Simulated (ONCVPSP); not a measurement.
## An all-electron radial function and its pseudo partner (Ag)

Columns: radius, all-electron u(r) and pseudo u(r) of the 4p shell (level -58.67 eV) of silver in the configuration [Ar] 3d10 4s2 4p6 4d10 5s1; LDA (Perdew-Wang 92), scalar-relativistic, ONCV scheme, ONCVPSP 4.0.1.

```
r (bohr)  all-electron  pseudo
   0.090        0.3522  0.0177
   0.180       -0.3153  0.0722
   0.270       -0.6223  0.1692
   0.360       -0.4072  0.3123
   0.450        0.0332  0.4927
   0.540        0.4729  0.6911
   0.630        0.8105  0.8826
   0.720        1.0226  1.0363
   0.810        1.1232  1.1240
   0.900        1.1396  1.1394
   0.990        1.0987  1.0985
   1.080        1.0231  1.0229
   1.170        0.9296  0.9294
   1.260        0.8295  0.8293
   1.350        0.7303  0.7301
   1.440        0.6364  0.6363
   1.530        0.5502  0.5501
   1.620        0.4726  0.4725
   1.710        0.4040  0.4039
   1.800        0.3439  0.3439
   1.890        0.2918  0.2918
   1.980        0.2470  0.2469
   2.070        0.2085  0.2085
   2.160        0.1757  0.1757
   2.250        0.1478  0.1478
   2.340        0.1242  0.1242
```

(1) How many radial nodes do the two functions have?

(2) At about which radius was the pseudo-wave matched?

(3) Is the pseudo-wave norm-conserving?

## Answers

(1) The all-electron 4p function has n − l − 1 = 2; the pseudo-wave has 0, since the states of the same l below it are removed with the core.

(2) 0.95 bohr, where the columns begin to agree (steps of 0.09 bohr).

(3) Yes: the ONCV scheme keeps the norm inside the radius equal to the all-electron one, which fixes the energy derivative of the logarithmic derivative at the level.
